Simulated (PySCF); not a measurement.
A run for PySCF: R-HF/STO-3G on FISi (SMILES F[Si]I), a point of a bond scan (R = 5.027 Å).

```python
from pyscf import gto, scf, dft, mp
from pyscf.data.elements import chemcore

mol = gto.M(
    atom='''
    Si    0.72542197    1.01948837    1.18893518
    F     1.16092642    2.16371902    0.14351064
    I    -1.50294067   -2.29293397   -1.86579134
    ''',
    basis='sto-3g',
    charge=0, spin=0, verbose=3, max_memory=1800)
mf = scf.RHF(mol)
mf.conv_tol = 1e-8
mf.max_cycle = 100
mf.kernel()
if not mf.converged:
    mf = mf.newton().run(mf.mo_coeff, mf.mo_occ)
```

Q: Predict the final total energy.

A: -7234.1672 hartree.
